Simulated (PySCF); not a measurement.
Calculation: B3LYP-D3(BJ)/def2-TZVP // r2SCAN-D4/def2-SVP in PySCF 2.14.0. Isolated molecules, 0 K electronic values unless said otherwise. One relaxed conformer stands for a flexible species; it need not be the lowest. B3LYP has the VWN-RPA correlation part, as in Gaussian. 

Reference species: [Hf(NH2)3(H)] (neutral, multiplicity 1).

mean distance from the central atom to its bonded neighbours: 1.998 Å
HOMO–LUMO gap: 6.78 eV
HOMO: -6.89 eV
coordination number: 4

Changed species: [Hf(H)4] (4 of 4 NH2 replaced by H; the reference has 1 of 4 NH2 replaced by H).

Task: Give the shifts of the mean distance from the central atom to its bonded neighbours, HOMO–LUMO gap, HOMO and coordination number.

Result: the mean distance from the central atom to its bonded neighbours drops by 0.151 Å, to 1.847 Å; the HOMO–LUMO gap falls by 0.85 eV, to 5.93 eV; the HOMO drops by 1.38 eV, to -8.27 eV; the coordination number is nearly the same.
